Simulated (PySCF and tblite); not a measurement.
Values are calculated unless marked as measured or tabulated.
C₅H₁₀Se, numbered as in [CH3:1][C@@H:2]1[CH2:3][CH2:4][CH2:5][Se:6]1.

Geometries GFN2-xTB; weights from OLYP-D3(BJ)/6-311G** (IEF-PCM, dimethylsulfoxide) energies and GFN2-xTB thermal corrections, with symmetry numbers and mirror pairs. Conformers within 2.5 kcal/mol (GFN2-xTB free energy) were kept, 6 at most. GIAO shieldings: HCTH407/pcSseg-1 (IEF-PCM, dimethylsulfoxide). Shifts are against TMS (¹H), TMS (¹³C) at the same level; of two unlike H on one atom, a is the less shielded. (PySCF 2.14, tblite 0.8.)

The 5-ring runs over atoms 2–3–4–5–6.

| conformer | shape | symmetry | E(GFN2) kcal/mol | E(DFT) kcal/mol |
| --- | --- | --- | --- | --- |
| 1 | 5-ring between envelope and twist (ring torsions 55, -42, 16, 12, -39°) | C1 | 0.00 | 0.00 |
| 2 | 5-ring twist (ring torsions -54, 41, -16, -12, 39°) | C1 | 0.28 | 0.15 |

How much do the weights at 298.15 K and the averaged shift of H3b depend on how the conformers are weighted?


| weighting | 1 (%) | 2 (%) | δ (ppm) | rms dipole (D) |
| --- | --- | --- | --- | --- |
| DFT energy with thermal terms, symmetry and mirror images (full scheme) | 60 | 40 | 1.67 | 2.83 |
| DFT energy with symmetry and mirror images | 56 | 44 | 1.69 | 2.83 |
| bare DFT energy | 56 | 44 | 1.69 | 2.83 |
| GFN2-xTB energy with symmetry and mirror images | 62 | 38 | 1.66 | 2.83 |
| GFN2-xTB free energy | 65 | 35 | 1.64 | 2.83 |
| leading conformer alone | 100 | 0 | 1.43 | 2.83 |
| equal weights | 50 | 50 | 1.73 | 2.83 |

The largest departure from the full scheme, 0.25 ppm, comes with: leading conformer alone.

Spin–orbit effects of the heavy atoms on shieldings are missing.
